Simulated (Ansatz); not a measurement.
```yaml
crystal:
  periodic: [false, false, false]
  atoms:
    - {symbol: C, position_ang: [-0.761845, 1.881158, -0.363977]}
    - {symbol: S, position_ang: [-1.194692, 0.870624, 1.081582]}
    - {symbol: Ti, position_ang: [-0.011792, -1.063638, 0.961831]}
    - {symbol: Cl, position_ang: [0.337883, -1.882022, 2.970946]}
    - {symbol: S, position_ang: [1.885681, -0.601850, -0.155864]}
    - {symbol: C, position_ang: [2.630786, 0.479729, 1.109419]}
    - {symbol: S, position_ang: [-1.053245, -2.534068, -0.390987]}
    - {symbol: C, position_ang: [-1.912054, -1.523469, -1.632523]}
    - {symbol: H, position_ang: [0.303256, 2.105107, -0.363596]}
    - {symbol: H, position_ang: [-1.022479, 1.367827, -1.287687]}
    - {symbol: H, position_ang: [-1.334135, 2.806251, -0.294921]}
    - {symbol: H, position_ang: [3.133299, 1.300069, 0.596841]}
    - {symbol: H, position_ang: [1.882350, 0.897197, 1.785799]}
    - {symbol: H, position_ang: [3.356722, -0.091410, 1.685909]}
    - {symbol: H, position_ang: [-2.670167, -0.906826, -1.152756]}
    - {symbol: H, position_ang: [-2.384342, -2.208384, -2.336380]}
    - {symbol: H, position_ang: [-1.204126, -0.896593, -2.173434]}
basis:
  gaussian: {orbitals: ANO-RCC-VTZP}
total_charge: -1
magnetization: {spin_polarized: true, initial_magnetization: 1}
hamiltonian: {xc: {name: TPSS}}
output: {forces: true}
```

```sh
$ ansatz run in.yaml --threads 4 --pin off --events-out ev --progress --plain --max-ram 66560MiB --backend cuda --devices 0, --max-vram 37GiB
```

Output, abridged:

```
Error: YAML parse error: error: line 25 column 19: hamiltonian.xc: no functional is named "TPSS"; the names, which are not case-sensitive, are SVWN5, SPW92, PBE, PBE0, PBEsol, revPBE, revPBE0, RPBE, rPW86-PBE, HSE06, wPBEh, LC-wPBE, HISS, HF, BLYP, B3LYP, B3LYP5, BHLYP, CAM-B3LYP, r2SCAN, r2SCANh, r2SCAN0, r2SCAN50, m-r2SCAN, B97, wB97, wB97X, wB97X-V, B97M-V, wB97M-V, B2PLYP, B2GP-PLYP, PBE0-DH, PBE-QIDH
23 | total_charge: -1
24 | magnetization: {spin_polarized: true, initial_magnetization: 1}
25 | hamiltonian: {xc: {name: TPSS}}
26 | output: {forces: true}
```

In this input the method's name isn't one that the program takes here. The program refused the input.
